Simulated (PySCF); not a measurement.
Si(H)2(Cl)2 anion (Cl2H2Si), SMILES Cl[SiH2]Cl (connectivity only; charge and spin as stated), charge -1, multiplicity 2.

Coordinates come from a TPSSh-D3(BJ)/def2-SVPD optimisation. The multiplicity is an assumed one; other spin states were not compared. The isomer is the one that the SMILES or the coordinates give; other isomers of the formula were not compared.

These are PySCF with PBE/def2-TZVPD values and carry that method's errors.

Gas-phase values at a fixed geometry. A positive occupied level means that this level leaves the electron formally unbound; only the finite basis holds it.

```json
{
 "total_energy": "-1210.71611 hartree",
 "point_group": "C2v",
 "α spin, highest occupied and lowest empty level": "0.18 and 3.21 eV",
 "β spin, highest occupied and lowest empty level": "-2.07 and 1.47 eV",
 "dipole_moment_about_the_centre_of_nuclear_charge": "0.21 D",
 "mean_static_polarisability": "89.9 bohr³ (13.32 Å³)",
 "polarisability_principal_values": "69.0, 69.5, 131.1 bohr³",
 "⟨S²⟩": "0.752 (pure state 0.75)"
}
```
